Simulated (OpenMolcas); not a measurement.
Ir4+ among 6 point charges of -1.7 e arranged as a trigonal prism (D3h), 1.97 Å from the ion, with a polar angle of 44.7° against the regular 49.1°.

| Quantity | Value |
| --- | --- |
| Program | OpenMolcas 26.06 |
| Method | CASSCF |
| Basis | ANO-RCC-VTZP [8s7p5d3f1g] |
| Scalar Hamiltonian | DKH2, point nucleus |
| Active space | 5 electrons in 5 orbitals (5d) |
| State averaging | 2S+1 = 6 even, 1 root; 2S+1 = 4 even, 24 roots; 2S+1 = 2 even, 75 roots |
| Spin-orbit coupling | RASSI with atomic mean-field integrals over the reference wave functions |

What is the spin-free ground state (labels of D3, the rotations of D3h)?

6A1, 1-fold in its orbital part, 100 % from free-ion S terms; it has the highest spin that d5 allows.

What are the lowest two levels with spin-orbit coupling?

A 2-fold level E1/2 with g = 0.00, 0.00, 9.56, then a 2-fold level E3/2 732.8 cm-1 above it. Their leading multiplicities are 6 (81 %) and 6 (88 %).

What is χT at 300 K?

3.48 cm3 K/mol.

Without dynamic correlation the repulsion within the d shell is too large (B by tens of per cent), so at a given field states of lower spin stand too high. Point charges give a weaker field than real ligands, and real ions of this kind are as a rule low spin; the high spin found here belongs to the model. Point charges carry no covalency, so the field is a model and not that of real ligands. No measured value stands beside these numbers.
